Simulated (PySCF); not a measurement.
```xyz
3
charge 0 multiplicity 2, angstrom
Y     0.0000    0.0000   -0.5208
Cl    2.1413    0.0000    0.6172
Cl   -2.1413    0.0000    0.6172
```

These are results of PySCF, UPBE, basis Y def2-SVP with ECP28, Cl def2-SVP (scalar-relativistic core potentials, no spin–orbit coupling, density fitting), not measurements.

This geometry of YCl₂ is a stationary point at this level.

(1) What is the point group?

(2) Is it a minimum?

(3) List the harmonic modes with their infrared intensities.

(4) Give the atomic charges and bond orders.

Results:

(1) C2v.

(2) Yes: all harmonic wavenumbers are real.

(3) 
```
symmetry  ω (cm⁻¹)  IR (km/mol)     type
      a1        64          5.6     bend
      a1       353         18.8  stretch
      b2       383         80.6  stretch
```

(4) 
```csv
atom,Mulliken,Löwdin,polar tensor,spin (Mulliken),Mayer order to Y1
Y1,0.43,-0.24,1.08,1.04,–
"Cl2,3",-0.22,0.12,-0.54,-0.02,1.34
```

Other isomers or separated fragments may lie lower. With open d or f shells other occupations or spin states may lie lower.
